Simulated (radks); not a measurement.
Results of a calculation; reference values are marked as such.
Removal energies from the lead ion Pb8+, [Xe] 4f14 5d(3/2: 4, 5/2: 2), by Delta-SCF beside the eigenvalue of the level emptied. Code: a radial shooting solver on a logarithmic mesh with Libxc functionals. Model: Dirac Kohn-Sham, PBE, spin-unpolarised, spherical densities, finite nucleus; Fermi nuclear charge, rms radius of each element as measured or else 0.836 A^(1/3) + 0.57 fm. Sub-shells are occupied by j as written (lower j first in brackets).

removed from,final configuration,Delta-SCF (eV),-eigenvalue (eV)
5d5/2,"[Xe] 4f14 5d(3/2: 4, 5/2: 1)",139.49,130.03
5d3/2,"[Xe] 4f14 5d(3/2: 3, 5/2: 2)",143.09,133.44
5p3/2,"[Kr] 4d10 4f14 5s2 5p(1/2: 2, 3/2: 3) 5d(3/2: 4, 5/2: 2)",206.07,195.22
5p1/2,"[Kr] 4d10 4f14 5s2 5p(1/2: 1, 3/2: 4) 5d(3/2: 4, 5/2: 2)",230.64,219.10
